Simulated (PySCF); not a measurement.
AlBrClH. Atoms are numbered in the order given.

```xyz
4

Al    -0.8068     0.6342     0.0000
H     -2.3644     0.7800     0.0000
Cl     0.4175     2.3194     0.0000
Br     0.1644    -1.3844     0.0000
```
Charge 0, spin multiplicity 1.

Geometry optimised at PBE0-D3(BJ)/def2-TZVP.

Computed with PBE0-D3(BJ)/def2-TZVP in PySCF.

Frequencies are harmonic and unscaled.

| mode | ν (cm⁻¹) | IR (km/mol) | moving atoms (share of kinetic energy) |
|---|---|---|---|
| 1 | 134 | 5.0 | Cl 50 %, Br 26 %, Al 24 % |
| 2 | 400 | 37.8 | Al 60 %, Br 25 %, Cl 12 % |
| 3 | 441 | 93.6 | H 81 %, Al 18 % |
| 4 | 556 | 56.5 | Al 50 %, Cl 33 %, H 14 % |
| 5 | 646 | 268.9 | H 82 %, Al 16 % |
| 6 | 2008 | 112.0 | H 96 % |
